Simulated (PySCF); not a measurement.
## Working out the excitation energy of B

B [He] 2s2 2p1 (2P) → B [He] 2s1 2p1 3s1 (4P). Calculation: PySCF 2.14, in aug-cc-pwCVDZ; the non-relativistic Hamiltonian (point nucleus). Frozen: nothing. Energies in hartree (1 hartree = 27.21139 eV):

```tsv
part	B (lower)	B (upper)
UHF	-24.530581	-24.231351
CCSD correlation	-0.088675	-0.036683
(T)	-0.001172	-0.000102
```

Question: What does Hartree-Fock give?

Answer: (-24.231351) − (-24.530581) = 0.299230 hartree = 8.142 eV.

Question: What do CCSD and CCSD(T) give?

Answer: The CCSD correlation energies differ by 0.051992 hartree = 1.415 eV and the triples by 0.001070 hartree = 0.029 eV, so CCSD gives 9.557 eV and CCSD(T) 9.586 eV.

The upper state lies above the first ionisation limit, but in LS coupling its spin forbids autoionisation to the ground ion. A Rydberg-like electron needs more diffuse functions than a valence basis has.

A double-zeta basis recovers only part of the correlation energy.
